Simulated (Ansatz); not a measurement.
BaHO, SMILES [OH][Ba], multiplicity 2.

The structure is a stationary point at PBE-D3(BJ)/def2-TZVPD. The def2 effective core potentials stand for the cores of Ba; spin–orbit coupling is left out.

Two levels are set side by side: PBE/def2-TZVPD (Ansatz, a program for electronic structure) and ωB97X-V/def2-TZVPD (Ansatz). Energy differences of separate SCF runs at the same geometry; the states with an electron removed or added have multiplicity 1 and 1. Differences are taken from unrounded values.

```json
[
 {"quantity": "vertical ionisation energy (eV)", "ωB97X-V": "4.35", "PBE": "4.60", "PBE minus ωB97X-V": "0.25"},
 {"quantity": "vertical electron affinity (eV)", "ωB97X-V": "0.45", "PBE": "0.58", "PBE minus ωB97X-V": "0.13"}
]
```
